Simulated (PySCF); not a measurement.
## Ag²⁺ (silver, charge +2) across methods

[Kr] 4d8 5p1, one real determinant (an excited configuration). All numbers are calculated (PySCF 2.14, scalar relativity by spin-free X2C-1e, in x2c-QZVPPall with one added diffuse shell each of s, p, d, f, g type (14s9p8d5f3g, 143 functions)).

```tsv
method	E (hartree)	mean ε 4d α (eV)	mean ε 4d β (eV)	mean ε 5p α (eV)	Σ⟨r²⟩ (bohr²)	⟨S²⟩
r2SCAN	-5313.85	-35.574	-34.000	-17.032	36.65	3.752
LDA	-5308.30	-35.183	-33.640	-17.056	36.60	3.750
UHF	-5311.40397	-43.376	-41.347	-18.982	37.37	3.753
PBE	-5313.42	-35.024	-33.518	-16.910	36.66	3.751
```

(1) Estimate the same row for PBE0.

⟨L²⟩ = 14.02 against 20 for a pure G term, so this real determinant mixes terms.

Results:

(1) E (hartree) = -5313.51; mean ε 4d α (eV) = -37.368; mean ε 4d β (eV) = -35.745; mean ε 5p α (eV) = -17.566; Σ⟨r²⟩ (bohr²) = 36.70; ⟨S²⟩ = 3.751.
